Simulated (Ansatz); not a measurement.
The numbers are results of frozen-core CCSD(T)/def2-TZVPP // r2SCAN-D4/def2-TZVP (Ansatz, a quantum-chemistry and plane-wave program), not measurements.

Ansatz 0.2 input:
```yaml
crystal:
  periodic: [false, false, false]
  atoms:
    - { symbol: Sn, position_ang: [0.001002, -0.000446, 0.428561] }
    - { symbol: H, position_ang: [-0.543177, 1.522794, -0.139979] }
    - { symbol: H, position_ang: [-1.047552, -1.231285, -0.141701] }
    - { symbol: H, position_ang: [1.589728, -0.291063, -0.146879] }
basis:
  gaussian: { orbitals: def2-TZVPP }
correlation:
  method: ccsd_t
magnetization:
  spin_polarized: true
  initial_magnetization: 1
```

Output:

```
Functional definition: HF
692 factors; integrals over basis functions are off by at most 7.0e-4 eV
mean field evaluation 1: about -5851.1527 eV, gradient 7.0e0 eV
mean field evaluation 2: about -5851.1558 eV, gradient 7.0e0 eV
mean field evaluation 4: about -5851.7581 eV, gradient 1.2e0 eV
mean field evaluation 8: about -5851.7728 eV, gradient 4.1e-3 eV
mean field evaluation 16: about -5851.7684 eV, gradient 2.8e-1 eV
mean field -5851.77278689 eV, -215.0486834441 hartree, gradient 2.7e-6 eV, S^2 0.754174; 0 other end points of the search recorded, 0 dependent functions left out
4 core orbitals not correlated
reference -5851.77278689 eV, -215.0486834441 hartree; 9, 8 occupied and 79, 80 virtual orbitals, 692 factors
second order -8.79705168 eV of doubles, -0.00000000 eV of singles
cycle   1  -8.85865831 eV  change   -6.2e-2 eV  update   7.5e-2
cycle   2  -9.14688465 eV  change   -2.9e-1 eV  update   2.4e-2
cycle   3  -9.17658592 eV  change   -3.0e-2 eV  update   1.0e-2
cycle   4  -9.17269159 eV  change    3.9e-3 eV  update   2.9e-3
cycle   5  -9.17266092 eV  change    3.1e-5 eV  update   8.1e-4
cycle   6  -9.17255055 eV  change    1.1e-4 eV  update   3.0e-4
cycle   7  -9.17258413 eV  change   -3.4e-5 eV  update   9.8e-5
cycle   8  -9.17261748 eV  change   -3.3e-5 eV  update   3.2e-5
cycle   9  -9.17261501 eV  change    2.5e-6 eV  update   1.1e-5
perturbative correction -0.21423848 eV, -0.0078731189 hartree
Total energy: -5861.15964038 eV, -215.3936439472 hartree
```

Cost: very roughly 16 core-seconds.
